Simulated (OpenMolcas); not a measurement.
How methods differ on SiNH3ClO (SMILES [NH][SiH](O)Cl)

The species is SiNH3ClO (7 atoms), meant as a doublet with charge 0. As SMILES, `[NH][SiH](O)Cl`. Geometry: relaxed at PBE0-D4/def2-TZVP. This is one conformer, not always the lowest.

```xyz
7

N    -0.3099    1.1115   -0.8791
Si   -0.0739   -0.1143    0.3304
O     1.4656   -0.6303    0.3048
Cl   -1.3900   -1.5939   -0.2210
H    -1.1515    1.6773   -0.7563
H    -0.3486    0.2802    1.7247
H     1.8696   -0.7984   -0.5492
```

Quantity: the energy change with the N1–H5 bond stretched from 1.022 to 1.532 Å, in eV. The values are calculated.

```csv
level,kind,program,value (eV),less CCSD(T)/def2-SVP
UHF/def2-SVP,Hartree–Fock,OpenMolcas,2.41,+0.30
USVWN5/def2-SVP,LDA,OpenMolcas,1.97,-0.14
U-revPBE/def2-SVP,GGA,OpenMolcas,1.94,-0.17
UTPSS/def2-SVP,meta-GGA,OpenMolcas,1.97,-0.14
UB3LYP/def2-SVP,global hybrid,OpenMolcas,2.10,-0.01
UBHLYP/def2-SVP,global hybrid,OpenMolcas,2.36,+0.25
UM06-2X/def2-SVP,hybrid meta-GGA,OpenMolcas,2.23,+0.12
ROCCSD(T)/def2-SVP,coupled cluster or CI,OpenMolcas,2.11,0.00
```

Differences are taken from ROCCSD(T)/def2-SVP for orientation; it has basis-set and higher-order errors of its own. The first shape isn't each level's own minimum. The values span 1.94 to 2.41 eV. Spin contamination of the reference (⟨S²⟩ at least 0.1 too high) touches UHF/def2-SVP.
